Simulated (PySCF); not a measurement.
**I³⁶⁺ (iodine, charge +36) across methods**

[Ne] 3s2 3p5, 2P determinant. Computed with PySCF 2.14 in an uncontracted even-tempered set (18 s from 5.9 bohr⁻², ratio 2.5; 12 p from 7.7 bohr⁻², ratio 2.5; 5 d from 35 bohr⁻², ratio 2.7; 4 f from 52 bohr⁻², ratio 2.7), with scalar relativity by spin-free X2C-1e.

```tsv
method	E (hartree)	mean ε 3s β (eV)	mean ε 3p α (eV)	mean ε 3p β (eV)	Σ⟨r²⟩ (bohr²)	⟨S²⟩
PBE0	-6072.85	-2665.8	-2512.3	-2505.0	0.7399	0.750
PBE	-6072.86	-2653.2	-2501.9	-2495.0	0.7398	0.750
LDA	-6066.48	-2651.1	-2500.6	-2493.6	0.7403	0.750
r2SCAN	-6073.11	-2658.1	-2505.7	-2497.8	0.7401	0.750
TPSSh	-6073.29	-2660.3	-2506.9	-2499.8	0.7398	0.750
BP86	-6073.91	-2653.8	-2502.3	-2495.6	0.7393	0.750
```

(1) Estimate the same row for UHF.

Spin-orbit coupling, absent here, splits the open shell strongly.

## Answers

(1) E (hartree) = -6072.03558; mean ε 3s β (eV) = -2701.8; mean ε 3p α (eV) = -2541.7; mean ε 3p β (eV) = -2533.0; Σ⟨r²⟩ (bohr²) = 0.7405; ⟨S²⟩ = 0.751.
